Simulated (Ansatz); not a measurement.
Geometry optimisation, RKS BLYP-D4/def2-SVP in Ansatz 0.2.0.

input.yaml

```yaml
crystal:
  periodic: [false, false, false]
  atoms:
    - { symbol: Al, position_ang: [-0.9346, 1.2639, -0.839] }
    - { symbol: C, position_ang: [0.4597, -0.0038, -0.6112] }
    - { symbol: Si, position_ang: [0.5221, -0.9773, 0.9347] }
    - { symbol: S, position_ang: [1.3772, -0.3324, -1.7236] }
    - { symbol: H, position_ang: [-1.1416, 2.0671, -2.2607] }
    - { symbol: H, position_ang: [-1.9955, 1.6188, 0.347] }
    - { symbol: H, position_ang: [1.9692, -1.4001, 1.1952] }
    - { symbol: H, position_ang: [-0.2683, -2.147, 0.8231] }
    - { symbol: H, position_ang: [0.1003, -0.1355, 2.1174] }
basis:
  gaussian: { orbitals: def2-SVP }
hamiltonian:
  xc: blyp
  dispersion: d4
relax:
  f_tol: 0.015
  max_steps: 40
```

Run as:

```bash
$ ansatz run input.yaml --threads 2 --pin off --max-ram 3072MiB --backend cpu --events-out ev --progress --plain --runs-dir out
```

Q: Where does it end, and by what steps?

A: It converged. After 20 steps the energy has fallen by 1.576 eV; H6 moved furthest, 1.56 Å. Joined: Al1–S4.

| step | energy less start (eV) | largest force component (eV/Å) | accepted |
| --- | --- | --- | --- |
| 0 | 0.0000 | 7.972 | yes |
| 1 | -0.8885 | 3.303 | yes |
| 2 | -1.1198 | 0.682 | yes |
| 3 | -1.1343 | 0.221 | yes |
| 4 | -1.1368 | 0.511 | yes |
| 5 | -1.1692 | 0.116 | yes |
| 6 | -1.1927 | 0.480 | yes |
| 7 | -1.2256 | 0.669 | yes |
| 8 | -1.2891 | 0.691 | yes |
| 9 | -1.3851 | 0.675 | yes |
| 10 | -1.4744 | 0.655 | yes |
| 11 | -1.5300 | 0.451 | yes |
| 12 | -1.5614 | 0.245 | yes |
| 13 | -1.5533 | 0.819 | no |
| 14 | -1.5712 | 0.031 | yes |
| 15 | -1.5730 | 0.076 | yes |
| 16 | -1.5745 | 0.019 | yes |
| 17 | -1.5751 | 0.056 | yes |
| 18 | -1.5753 | 0.027 | yes |
| 19 | -1.5755 | 0.021 | yes |
| 20 | -1.5755 | 0.009 | yes |

```xyz
9
Properties=species:S:1:pos:R:3
Al -0.994 1.425 -1.056
C 0.260 0.129 -0.211
Si 0.585 -1.265 1.021
S 1.396 0.827 -1.231
H -1.835 0.904 -2.298
H -1.216 2.806 -0.304
H 2.009 -1.736 0.998
H -0.345 -2.392 0.679
H 0.230 -0.744 2.384
```

The run took 42 s on 2 threads of Arm Neoverse V1 (shared host), peak memory 0.15 GiB.
